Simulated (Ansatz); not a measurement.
Breaking the Ge1–H2 bond in ClGeH (SMILES [Cl][GeH]) (multiplicity 1 held, fragments rigid). Energies count from the point at 1.606 Å.
Geometry at that point (charge 0, multiplicity 1):
```xyz
3

Ge     0.529    -0.162     0.505
H      1.620    -0.383    -0.652
Cl    -1.090     0.328    -0.912
```

R- and RO- levels are restricted; in cc, def2 and unpolarised 6-31G sets they are followed outwards from rest. Active spaces are followed from a long bond inwards. Curves can end on different states.

Correlated levels freeze the cores. Filled d and f shells under p-block atoms count as core.

The values were computed with Ansatz (Gaussian orbitals). 

Predict the energy at R = 5.138 Å from R-wB97X-V/def2-TZVPP.

551 kJ/mol

Give the energy at R = 5.138 Å at the level FIC-MRCISD+Q on CASSCF(2,2)/def2-TZVPP.

292 kJ/mol

Estimate the energy at R = 5.138 Å that R-HF/def2-TZVPP returns for this input.

591 kJ/mol

Doubts at one or more of the structures used: a restricted determinant that unrestricted orbitals would lower (R-HF/def2-TZVPP, R-wB97X-V/def2-TZVPP).

Ansatz is an electronic-structure program.
